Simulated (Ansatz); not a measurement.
Geometry optimisation, RKS PBE0-D4/def2-SVP (Ansatz).

Input file:

```yaml
crystal:
  periodic: [false, false, false]
  atoms:
    - { symbol: Ga, position_ang: [-1.968974, -0.008527, -0.578821] }
    - { symbol: H, position_ang: [-0.640512, -0.711487, -1.166058] }
    - { symbol: H, position_ang: [-0.767446, -1.103556, -1.874974] }
    - { symbol: H, position_ang: [-2.92707, -0.476916, -1.858644] }
    - { symbol: H, position_ang: [0.922475, -0.249014, -0.138957] }
    - { symbol: Si, position_ang: [1.239512, 0.45759, 1.084538] }
    - { symbol: H, position_ang: [2.290987, 1.480274, 0.785431] }
    - { symbol: H, position_ang: [0.055491, 1.132501, 1.676391] }
    - { symbol: H, position_ang: [1.795438, -0.520865, 2.070995] }
basis:
  gaussian: { orbitals: def2-SVP }
hamiltonian:
  xc: pbe0
  dispersion: d4
relax:
  f_tol: 0.03
  max_steps: 50
```

Run as:

```bash
$ ansatz run input.yaml --threads 2 --pin off --max-ram 3072MiB --backend cpu --events-out ev --progress --plain --runs-dir out
```

**Question.** Where does it end, and by what steps?

**Answer.** The forces met the threshold. The force dipped under the threshold on the way, but the program's further checks kept it going. After 31 steps the energy has fallen by 0.899 eV; H4 moved furthest, 1.64 Å. Parted: Ga1–H2.

```csv
step,energy less start (eV),largest force component (eV/Å),accepted
0,0.0000,2.488,yes
2,-0.6672,0.497,yes
4,-0.7536,0.520,yes
6,-0.7854,0.245,yes
8,-0.7911,0.056,yes
10,-0.7925,0.018,yes
12,-0.7943,0.074,yes
14,-0.7978,0.058,yes
16,-0.8030,0.207,yes
18,-0.8218,0.042,yes
20,-0.8336,0.201,yes
22,-0.8382,0.050,yes
24,-0.8438,0.248,yes
26,-0.8623,0.240,yes
28,-0.8818,0.255,yes
30,-0.8953,0.048,yes
31,-0.8992,0.029,yes
```

```xyz
9
Properties=species:S:1:pos:R:3
Ga -1.880 -0.432 -0.071
H -0.684 -1.887 -1.699
H -0.720 -1.230 -2.101
H -1.823 0.629 -1.370
H 0.423 0.206 -0.263
Si 1.026 0.578 1.064
H 2.232 1.417 0.792
H 0.020 1.370 1.831
H 1.405 -0.650 1.816
```

Time of the run: 56 s on 2 threads of Arm Neoverse V1 (shared host), peak memory 0.17 GiB.
